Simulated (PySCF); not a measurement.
Two-photon absorption: thiophene-2-boronic acid (SMILES C1=CC=C(B(O)O)S1)

Molfile (atoms numbered from 1):
```
C4H5BO2S
     RDKit          3D

 13 13  0  0  0  0  0  0  0  0999 V2000
   -2.4273    0.7118   -0.9903 O   0  0  0  0  0  0  0  0  0  0  0  0
   -1.6486    0.0128   -0.1124 B   0  0  0  0  0  0  0  0  0  0  0  0
   -2.2614   -0.7466    0.8325 O   0  0  0  0  0  0  0  0  0  0  0  0
   -0.0896    0.0313   -0.1264 C   0  0  0  0  0  0  0  0  0  0  0  0
    0.7709   -0.6449    0.7137 C   0  0  0  0  0  0  0  0  0  0  0  0
    2.1426   -0.4120    0.4350 C   0  0  0  0  0  0  0  0  0  0  0  0
    2.3204    0.4455   -0.6228 C   0  0  0  0  0  0  0  0  0  0  0  0
    0.8205    0.9596   -1.2669 S   0  0  0  0  0  0  0  0  0  0  0  0
   -1.9337    1.2264   -1.6350 H   0  0  0  0  0  0  0  0  0  0  0  0
   -3.2203   -0.6927    0.7564 H   0  0  0  0  0  0  0  0  0  0  0  0
    0.4050   -1.2929    1.5116 H   0  0  0  0  0  0  0  0  0  0  0  0
    2.9700   -0.8567    0.9897 H   0  0  0  0  0  0  0  0  0  0  0  0
    3.2567    0.7991   -1.0529 H   0  0  0  0  0  0  0  0  0  0  0  0
  1  2  1  0
  2  3  1  0
  2  4  1  0
  4  5  2  0
  5  6  1  0
  6  7  2  0
  7  8  1  0
  8  4  1  0
  1  9  1  0
  3 10  1  0
  5 11  1  0
  6 12  1  0
  7 13  1  0
M  END
```

Level of theory: TDDFT CAM-B3LYP/aug-cc-pVDZ excited states, vertical, gas phase in PySCF. Geometry: PBE0-D3(BJ)/def2-SVP.

(1) Give the one- and two-photon strengths of the lowest singlets.

## Answers

(1) δ for parallel linear polarisation; σ at the peak of a Lorentzian of half width 0.1 eV, single beam; Ω is circular over linear.
| state | E (eV) | f | photon λ (nm) | δ (au) | σ (GM) | Ω | main |
| --- | --- | --- | --- | --- | --- | --- | --- |
| S1 | 5.33 | 0.180 | 465 | 42.2 | 0.44 | 1.00 | HOMO→LUMO 0.88 |
| S2 | 5.53 | 0.093 | 448 | 40.4 | 0.45 | 0.97 | HOMO−1→LUMO 0.82 |
| S3 | 6.09 | 0.001 | 407 | 2.05 | 0.03 | 1.50 | HOMO→LUMO+1 0.50, HOMO→LUMO+2 0.12 |
| S4 | 6.20 | 0.006 | 400 | 68.6 | 0.96 | 1.50 | HOMO→LUMO+2 0.50, HOMO→LUMO+1 0.29 |
| S5 | 6.24 | 0.000 | 398 | 15.9 | 0.23 | 1.50 | HOMO−1→LUMO+1 0.21, HOMO−1→LUMO+2 0.19 |
| S6 | 6.53 | 0.000 | 380 | 110 | 1.71 | 1.50 | HOMO−1→LUMO+1 0.53, HOMO−1→LUMO+2 0.28 |

Among these, the strongest one-photon state is S1, the strongest two-photon state S6, with a dipole change of 3.9 D (relaxed, norm of the difference vector).
